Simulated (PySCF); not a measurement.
**NMR data sheet: C$_{2}$H$_{11}$NSi$_{4}$**

* Formula: C2H11NSi4
* SMILES: N#C[C@H]([SiH3])[SiH]([SiH3])[SiH3]
* Point group of the computed structure: C1
* Degrees of unsaturation: 2
* Carbon signals: 2
* Proton signals: 5

Mapped SMILES: `[N:1]#[C:2][C@H:3]([SiH3:4])[SiH:5]([SiH3:6])[SiH3:7]` (H(Xn): hydrogen on atom n).

Non-relativistic, one averaged value for each set of equivalent atoms, no solvent model, single conformer. GFN2-xTB geometry; shielding tensors at PBE0/pcSseg-1 (GIAO); PySCF 2.14.0 with density-fitted response routines.

References, each an isolated molecule treated in the same way: ¹H, ¹³C, ²⁹Si vs TMS; ¹⁵N vs NH3.

| carbon | δC, type | δH (multiplicity) | HMBC from (2–3 bonds) | span of the C tensor (ppm) |
| --- | --- | --- | --- | --- |
| C2 | 125.2, C | – | H(Si5), H(Si4), H(C3) | 350 |
| C3 | -9.5, CH | 1.22 (m) | H(Si5), H(Si4), H(Si7), H(Si6) | 29 |

Other nuclei:
```
 atoms  nucleus                              environment  δ (ppm)  σ (ppm)
H(Si5)       ¹H  hydrogen on a silicon bonded to C, 2 Si     4.24    27.47
H(Si4)       ¹H        hydrogen on a silicon bonded to C     4.18    27.54
H(Si7)       ¹H       hydrogen on a silicon bonded to Si     3.72    28.00
H(Si6)       ¹H       hydrogen on a silicon bonded to Si     3.71    28.00
   Si4     ²⁹Si                 silicon bonded to C, 3 H    -62.2    411.4
   Si5     ²⁹Si             silicon bonded to C, 2 Si, H    -69.4    418.5
   Si6     ²⁹Si                silicon bonded to Si, 3 H   -111.4    460.6
   Si7     ²⁹Si                silicon bonded to Si, 3 H   -118.3    467.5
    N1      ¹⁵N                         nitrile nitrogen    293.6    -25.9
```

1. Carbon types of the structure: 1 × C, 1 × CH, leaving 10 H on heteroatoms.
2. δC 125.2: nitrile carbon; C≡N carbons fall here, among the sp2 signals but without a proton.
3. δC -9.5: sp3 CH bonded to 2 Si, α to a nitrile; an electropositive neighbour leaves it electron-rich and shielded.
4. δH 4.24: hydrogen on a silicon bonded to C, 2 Si.
5. δH 4.18: hydrogen on a silicon bonded to C.
6. δH 1.22: hydrogen on an sp3 CH bonded to 2 Si, α to a nitrile.

Shifts are as computed. Against solution values, carbons near 30 ppm lie about +3 ppm off and those near 130 ppm about +5 ppm. Of 1211 compounds with measured shifts, 218 miss one by over three times the rms of a fit or turn the order of signals round; such compounds aren't used in these exercises. Experimental scales use liquid or dissolved standards, which lie at an offset from isolated NH3 (liquid NH3: subtract about 20 ppm). Unscaled 15N shifts of sp2 nitrogen come out 20 to 40 ppm too high even then. No couplings were computed; multiplicities are counted from neighbouring protons, with m where these are inequivalent, close in shift, in a saturated or five-membered ring or joined by F or P, and br s for small geminal =CH2 splittings.
